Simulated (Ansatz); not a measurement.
Saddle point of C$_{2}$H$_{7}$Ga, closed shell (C₂H₇Ga ([CH3][GaH][CH3]) → C₂H₅Ga ([CH2][Ga][CH3]) + H₂; bonds formed: H2–H4; bonds broken: Ga1–H2, C3–H4), PBE0-D4/def2-TZVP structure:

Ga1  (-0.368, -0.159, 0.133)
H2  (0.137, -1.280, -1.254)
C3  (-1.071, 0.799, -1.306)
H4  (0.032, -0.368, -1.619)
C5  (0.888, -0.252, 1.624)
H6  (-1.332, 1.857, -1.313)
H7  (-1.689, 0.213, -1.986)
H8  (0.678, -1.119, 2.251)
H9  (1.904, -0.343, 1.234)
H10  (0.821, 0.650, 2.235)
(Å)

Energies are electronic, without zero-point energy. Barriers and step energies count from the start structure reached by relaxing down the imaginary mode; all methods use the PBE0-D4 structures, on which another method's saddle can fall below an end. Computed with Ansatz 0.2.0 (basis: def2-TZVPP, with def2-QZVPP for the basis limit); correlated methods freeze the cores. Filled d shells of the heavier atoms are correlated. The def2 sets are not built for correlating such inner shells, so the correlated values are less sure here. B3LYP uses VWN-RPA correlation. Extrapolation: Hartree–Fock as exp(−7.88 √X), correlation as X^−2.97.

| method | barrier (eV) | step energy (eV) |
| --- | --- | --- |
| SPW92 | 2.729 | 2.423 |
| PBE-D4 | 2.878 | 2.344 |
| BLYP-D4 | 2.939 | 2.251 |
| r2SCAN-D4 | 3.067 | 2.475 |
| B97M-V | 3.165 | 2.595 |
| PBE0-D4 | 3.178 | 2.575 |
| B3LYP-D4 | 3.179 | 2.453 |
| r2SCAN0-D4 | 3.280 | 2.630 |
| BHLYP-D4 | ? | 2.700 |
| CAM-B3LYP-D4 | 3.364 | 2.602 |
| wB97X-V | 3.452 | 2.670 |
| wB97M-V | 3.340 | 2.564 |
| B2PLYP | ? | 2.466 |
| PBE-QIDH | 3.342 | 2.658 |
| RPA on PBE | 3.187 | 2.456 |
| HF | ? | 2.949 |
| MP2 | 3.222 | 2.465 |
| CCSD | 3.411 | 2.601 |
| CCSD(T) | 3.239 | 2.497 |

**Question.** Fill in the withheld barriers. (Judge from chemistry; the value comes from the calculation.)

**Answer.** By the calculation: B2PLYP 3.222; BHLYP-D4 3.522; HF 4.056 eV. Each is the energy of the saddle less that of the start structure, by the same method.

For comparison, the barrier by CCSD(T) at an estimated basis limit (MP2 extrapolated from triple and quadruple zeta, plus CCSD(T) − MP2 in triple zeta) is 3.182 eV.

The T1 diagnostic stays at or below 0.015. The restricted Hartree–Fock reference is unstable towards an unrestricted one at one or more of these structures.

Labels in which every atom is bracketed show which atoms are joined, not bond orders.

For scale, one of the runs: CCSD(T)/def2-TZVPP, 208 basis functions, launched by `ansatz run in.yaml --threads 4 --pin off --events-out ev --progress --plain --max-ram 9574MiB`. Hardware: 4 CPU threads of an Arm Neoverse V2, shared host. Wall time 44 s; peak host memory 2.8 GiB.
